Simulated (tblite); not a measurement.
Compound: C2H8F2GeSi.
Atom-mapped SMILES: `[CH3:1][GeH2:2][Si@H:3]([F:4])[CH2:5][F:6]` (hydrogens: H7, H8, H9 on C1; H10, H11 on Ge2; H12 on Si3; H13, H14 on C5)

Computed with GFN2-xTB (tblite), gas phase: L-BFGS steps from a force-field or distance-geometry start until the largest atomic force falls under 0.01 eV/Å.

Step 43: E = -585.9437 eV
```
atom  x, y, z in Å  |  force x, y, z in eV/Å
C1     -2.0019   -0.3262    0.8595    0.013   0.027  -0.027
Ge2    -0.9823    0.9874   -0.2093    0.044  -0.040   0.114
Si3     0.9596    0.1212   -1.1695   -0.063   0.049  -0.030
F4      0.6130   -1.1719   -2.0793    0.001  -0.040   0.009
C5      2.0666   -0.5795    0.2250    0.061  -0.013   0.097
F6      1.9566    0.2518    1.3322   -0.030  -0.066  -0.109
H7     -1.4328   -0.6425    1.7332   -0.018   0.011  -0.086
H8     -2.2150   -1.2006    0.2463   -0.005  -0.010   0.070
H9     -2.9480    0.0861    1.2057    0.047   0.000  -0.028
H10    -0.7143    2.2016    0.6348    0.018  -0.015  -0.006
H11    -1.8767    1.5105   -1.2989   -0.088   0.028  -0.031
H12     1.7063    0.9646   -2.0934    0.051  -0.006   0.023
H13     3.1299   -0.6322   -0.0236   -0.058   0.020   0.032
H14     1.7380   -1.5710    0.5556    0.027   0.055  -0.029
```

Step 44: E = -585.9458 eV
```
atom  x, y, z in Å  |  force x, y, z in eV/Å
C1     -2.0058   -0.3189    0.8616    0.015   0.001  -0.018
Ge2    -0.9797    0.9884   -0.2058    0.054  -0.028   0.070
Si3     0.9599    0.1162   -1.1712   -0.091   0.039  -0.010
F4      0.6137   -1.1781   -2.0794   -0.006  -0.046   0.007
C5      2.0709   -0.5821    0.2230    0.050   0.012   0.083
F6      1.9210    0.2262    1.3433   -0.007  -0.063  -0.116
H7     -1.4427   -0.6360    1.7370    0.018   0.024  -0.033
H8     -2.2152   -1.1977    0.2556   -0.023  -0.027   0.017
H9     -2.9531    0.0929    1.2025    0.025   0.020  -0.023
H10    -0.7051    2.2028    0.6381    0.009  -0.026  -0.020
H11    -1.8743    1.5104   -1.2998   -0.062   0.026   0.002
H12     1.7028    0.9552   -2.1017    0.058   0.002   0.024
H13     3.1379   -0.5915   -0.0204   -0.093  -0.007   0.074
H14     1.7690   -1.5885    0.5354    0.052   0.074  -0.057
```

Step 45: E = -585.9462 eV
```
atom  x, y, z in Å  |  force x, y, z in eV/Å
C1     -2.0058   -0.3161    0.8593    0.017  -0.032  -0.003
Ge2    -0.9788    0.9903   -0.2047    0.035  -0.015   0.011
Si3     0.9612    0.1172   -1.1726   -0.099   0.014   0.000
F4      0.6159   -1.1794   -2.0780   -0.014  -0.043  -0.001
C5      2.0714   -0.5835    0.2225   -0.071   0.068  -0.050
F6      1.9160    0.2176    1.3392   -0.026   0.097   0.071
H7     -1.4443   -0.6367    1.7323    0.054   0.039   0.037
H8     -2.2157   -1.1997    0.2625   -0.037  -0.029  -0.050
H9     -2.9521    0.0955    1.2007    0.003   0.035  -0.014
H10    -0.7023    2.2028    0.6429    0.000  -0.034  -0.033
H11    -1.8819    1.5094   -1.2987   -0.017   0.020   0.040
H12     1.7092    0.9514   -2.1029    0.055   0.010   0.021
H13     3.1329   -0.5843   -0.0201    0.083  -0.031   0.030
H14     1.7734   -1.5851    0.5358    0.017  -0.098  -0.058
```

Step 46: E = -585.9478 eV
```
atom  x, y, z in Å  |  force x, y, z in eV/Å
C1     -2.0084   -0.3115    0.8616    0.004  -0.045   0.006
Ge2    -0.9758    0.9896   -0.2008    0.007  -0.005  -0.030
Si3     0.9580    0.1134   -1.1740   -0.044  -0.010   0.004
F4      0.6145   -1.1855   -2.0776   -0.015  -0.031   0.011
C5      2.0753   -0.5838    0.2208   -0.018   0.040  -0.001
F6      1.8880    0.2002    1.3504    0.004  -0.008  -0.051
H7     -1.4519   -0.6300    1.7382    0.063   0.035   0.044
H8     -2.2168   -1.1970    0.2671   -0.034  -0.032  -0.056
H9     -2.9561    0.1007    1.1978   -0.001   0.043  -0.015
H10    -0.6964    2.2030    0.6423    0.005  -0.022  -0.021
H11    -1.8763    1.5100   -1.2992   -0.005   0.013   0.061
H12     1.7040    0.9459   -2.1089    0.046   0.001   0.032
H13     3.1429   -0.5540   -0.0150   -0.075  -0.029   0.089
H14     1.7981   -1.6016    0.5155    0.062   0.050  -0.075
```

**Question.** Estimate the geometry and energy of step 47. (The exact step hangs on the optimiser's Hessian estimate; all steps are aligned on step 46, rigid shifts and turns removed.)

**Answer.** E = -585.9486 eV, largest force 0.106 eV/Å
```
atom  x, y, z in Å  |  force x, y, z in eV/Å
C1     -2.0082   -0.3122    0.8617    0.001  -0.039   0.009
Ge2    -0.9753    0.9892   -0.2007   -0.011  -0.010  -0.025
Si3     0.9566    0.1134   -1.1739   -0.013  -0.014  -0.008
F4      0.6139   -1.1862   -2.0772   -0.015  -0.025   0.014
C5      2.0752   -0.5827    0.2204   -0.017   0.023   0.003
F6      1.8879    0.2008    1.3503   -0.001  -0.015  -0.051
H7     -1.4511   -0.6293    1.7390    0.049   0.032   0.027
H8     -2.2175   -1.1975    0.2663   -0.027  -0.022  -0.039
H9     -2.9560    0.1014    1.1973    0.011   0.034  -0.016
H10    -0.6966    2.2025    0.6413    0.009  -0.015  -0.013
H11    -1.8757    1.5104   -1.2983   -0.008   0.013   0.056
H12     1.7042    0.9461   -2.1081    0.039  -0.004   0.034
H13     3.1432   -0.5547   -0.0132   -0.072  -0.018   0.076
H14     1.7988   -1.6016    0.5131    0.054   0.059  -0.066
```

The energy changes by -0.0008 eV. The first-order estimate −F·Δx gives -0.0009 eV and the mean of the old and new forces, exact on a quadratic surface, -0.0008 eV. The step makes an angle of 39° with the force vector and moves no atom by more than 0.002 Å.

The cost below is that of the whole relaxation. The run took 1.0 s wall on Arm Neoverse N1, one thread, no GPU, shared host with 64 logical CPUs at a one-minute load of 59.
